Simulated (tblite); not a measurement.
Compound: C4H11SSi2 (doublet state).
Geometry (GFN2-xTB, Å), atoms numbered from 1 in this order:
```xyz
18
C4H11SSi2 angstrom
Si     1.8938   -1.1109   -0.0940
C      0.4089   -0.4988    0.9553
C     -0.8644   -1.1110    0.5733
C     -1.4169   -0.9446   -0.7446
S     -2.2114    0.7888   -0.9325
C     -0.6829    1.7592   -0.7896
Si     0.1771    1.4152    0.8723
H      1.9049   -2.5732   -0.0558
H      1.8016   -0.6635   -1.4859
H      3.1129   -0.5604    0.4987
H      0.6289   -0.7461    1.9971
H     -1.5230   -1.4683    1.3502
H     -0.6813   -0.9642   -1.5465
H     -2.2490   -1.6088   -0.9615
H     -0.9994    2.7967   -0.8585
H     -0.0608    1.5381   -1.6568
H      1.4613    2.1209    0.9083
H     -0.7092    1.8373    1.9587
```

Calculated harmonic vibrations of the isolated species, GFN2-xTB (tblite), most abundant isotopes, no scaling. Errors from tens to a few hundred cm⁻¹ against measured bands are possible. Modes of hydrogen on silicon can be 10 to 20 % off. One conformer, not necessarily the lowest. Open shells enter through the occupations alone, without spin polarisation, and single modes of such species can be off by tens of per cent.

Harmonic wavenumbers (cm⁻¹): 62.3, 104.7, 126.5, 170.0, 177.4, 249.4, 277.6, 306.3, 430.9, 458.2, 476.5, 497.0, 530.0, 567.3, 587.6, 609.9, 654.0, 712.6, 740.2, 749.1, 772.3, 776.3, 783.0, 794.6, 800.2, 891.0, 994.8, 1053.4, 1075.1, 1117.7, 1142.2, 1160.6, 1225.0, 1252.8, 1345.2, 1433.2, 1443.9, 2240.3, 2244.1, 2267.3, 2269.0, 2271.8, 2935.8, 2960.0, 2981.1, 3015.3, 3023.8, 3076.3.

A = 2203, B = 1117, C = 913.4 MHz; mass 147.012 u (most abundant isotopes); point group C1, symmetry number 1; spin multiplicity 2.

Problem. Zero-point energy?

Solution. Half the sum of the wavenumbers: 27917 cm⁻¹ = 333.96 kJ/mol.

Problem. Entropy at 200 K, 1 bar (ideal gas, RRHO, classical rotation)?

Solution. Translation 162.80, rotation 117.82, vibration 71.48, spin (R ln 2) 5.76: S = 357.9 J/(mol K).

Problem. And Cp and H(200 K) − H(0)?

Solution. Cp = 125.49 J/(mol K), of which vibrations give 92.23 (their classical limit is 48 R = 399.1); H(200 K) − H(0) = 15.05 kJ/mol without the zero-point energy, 8.39 from vibrations.

Problem. What must be added to the electronic energy to get the Gibbs energy at 200 K and 1 bar?

Solution. ZPE + [H(200 K) − H(0)] − T·S = 333.96 + 15.05 − 71.57 = 277.44 kJ/mol.

Problem. How do the functions run with temperature in this model?

Solution. 
```json
{"T (K)": "50", "S (J/(mol K))": "248.3", "Cp (J/(mol K))": "50.3", "H − H(0) (kJ/mol)": "1.95", "G − H(0) (kJ/mol)": "-10.46", "ln q(vib)": "0.27"}
{"T (K)": "100", "S (J/(mol K))": "290.9", "Cp (J/(mol K))": "74.8", "H − H(0) (kJ/mol)": "5.09", "G − H(0) (kJ/mol)": "-23.99", "ln q(vib)": "1.19"}
{"T (K)": "298.15", "S (J/(mol K))": "417.5", "Cp (J/(mol K))": "175.3", "H − H(0) (kJ/mol)": "29.86", "G − H(0) (kJ/mol)": "-94.60", "ln q(vib)": "6.12"}
{"T (K)": "373.15", "S (J/(mol K))": "460.4", "Cp (J/(mol K))": "207.5", "H − H(0) (kJ/mol)": "44.25", "G − H(0) (kJ/mol)": "-127.54", "ln q(vib)": "8.17"}
{"T (K)": "500", "S (J/(mol K))": "527.3", "Cp (J/(mol K))": "249.9", "H − H(0) (kJ/mol)": "73.40", "G − H(0) (kJ/mol)": "-190.26", "ln q(vib)": "11.66"}
{"T (K)": "750", "S (J/(mol K))": "640.0", "Cp (J/(mol K))": "305.3", "H − H(0) (kJ/mol)": "143.36", "G − H(0) (kJ/mol)": "-336.66", "ln q(vib)": "18.26"}
{"T (K)": "1000", "S (J/(mol K))": "733.1", "Cp (J/(mol K))": "340.7", "H − H(0) (kJ/mol)": "224.41", "G − H(0) (kJ/mol)": "-508.64", "ln q(vib)": "24.29"}
```

q(vib) and H(0) count from the zero-point level.

Problem. Which modes carry the vibrational entropy at 200 K?

Solution. 62.3 cm⁻¹: 15.06; 104.7 cm⁻¹: 10.86; 126.5 cm⁻¹: 9.38; 170.0 cm⁻¹: 7.14; 177.4 cm⁻¹: 6.83; 249.4 cm⁻¹: 4.49 J/(mol K); the other 42 give 17.73 together.

Problem. Blend soft modes into free rotors: weight 1/[1 + (100 cm⁻¹/ν̃)⁴] for the oscillator and the rest for a rotor with moment μB/(μ + B), μ = h/(8π²ν), B = 10⁻⁴⁴ kg m². What vibrational entropy results?

Solution. 69.02 J/(mol K) in place of 71.48, which changes −T·S at 200 K by +0.49 kJ/mol.

Hindered rotation and anharmonicity are outside this model. Other conformers, if any are populated, would add a mixing term that is left out. The structure is chiral; the term R ln 2 for an equal mix with its mirror image is left out.

The run took 1.5 s on one thread of an AMD EPYC, shared host with 64 logical CPUs at a one-minute load of 59. The figure is for the frequency step alone.
